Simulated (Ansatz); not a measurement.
Name a neutral molecule of C, Cl, F, Ga and H with LUMO energy (B3LYP/def2-TZVPP) between -2.15 and -1.85 eV and HOMO energy (PBE/def2-TZVPP) between -7.00 and -6.70 eV (Ansatz, PBE0-D4/def2-TZVP geometry).

`F[CH](Cl)[GaH][Cl]` (-1.95 eV, -6.75 eV). Other molecules can fit too; these were computed, each in one conformer that needn't be the lowest.

B3LYP here is the variant with VWN-RPA as its local correlation; programs differ in this.
